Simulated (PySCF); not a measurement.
**TaBr⁺: from constants to spectrum**

ωB97M-V constants of TaBr⁺, ⁴Σ⁻ (quartet), unpaired electrons σ ↑, δ ↑↑ (Ta def2-TZVPPD with ECP60, Br def2-TZVPPD; scalar-relativistic core potentials (PySCF 2.14); masses 180.9480 and 78.9183 u):

```
ωe              : 324.1 cm⁻¹
ωexe            : 0.539 cm⁻¹
Be              : 0.057237 cm⁻¹
αe              : 0.000133 cm⁻¹
D (centrifugal) : 7.14e-09 cm⁻¹
```

(1) Give the vibrational terms G(v) and spacings up to v = 6.

De is left out where the level can put another filling of the metal’s s and d shells below the measured ground configuration, by anything from nothing to about 1 eV. These are scalar-relativistic numbers at best; spin–orbit coupling would shift them, the dissociation energy most. The state is the lowest single determinant that the PBE0 search found; with open d or f shells the true ground state can be another one.

## Answers

(1) G(v) = ωe(v+½) − ωexe(v+½)².

| v | G(v) (cm⁻¹) | G(v) − G(v−1) | Bv (cm⁻¹) |
| --- | --- | --- | --- |
| 0 | 161.9 |  | 0.05717 |
| 1 | 484.9 | 323.0 | 0.05704 |
| 2 | 806.9 | 321.9 | 0.05690 |
| 3 | 1127.7 | 320.9 | 0.05677 |
| 4 | 1447.5 | 319.8 | 0.05664 |
| 5 | 1766.2 | 318.7 | 0.05651 |
| 6 | 2083.9 | 317.6 | 0.05637 |
